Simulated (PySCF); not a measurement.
Molecule: CH6NSi (charge 0, doublet). It need not be the lowest isomer of its formula. 
Coordinates optimised at B3LYP-D3(BJ)/def2-TZVP (Ansatz):
```xyz
9

C     -1.4140     0.9755    -0.2809
N     -0.5255    -0.0542    -0.5470
Si     0.8987    -0.4193     0.3739
H     -2.3020     1.0699    -0.8850
H     -1.3572     1.4624     0.6805
H     -0.6700    -0.5302    -1.4231
H      1.8928     0.6827     0.3429
H      0.5354    -0.6512     1.7922
H      1.4816    -1.6379    -0.2282
```
Charge 0, spin multiplicity 2.

Dispersion corrections to the total energy (kcal/mol) from the dftd3 and dftd4 libraries through PySCF: D3(BJ) without and D4 with the three-body term, each with the damping fitted for the functional named.

```
functional      D3(BJ)          D4
----------  ----------  ----------
B2PLYP           -2.86       -2.27
PBE              -3.52       -3.28
BP86             -5.57       -4.29
PBE0        (withheld)       -2.73
TPSS             -4.42       -4.44
B3LYP            -6.17  (withheld)
B2GP-PLYP        -2.31  (withheld)
```

Task: Some entries are withheld; supply them.

Result: 
- PBE0, D3(BJ): -3.02
- B3LYP, D4: -5.29
- B2GP-PLYP, D4: -1.35
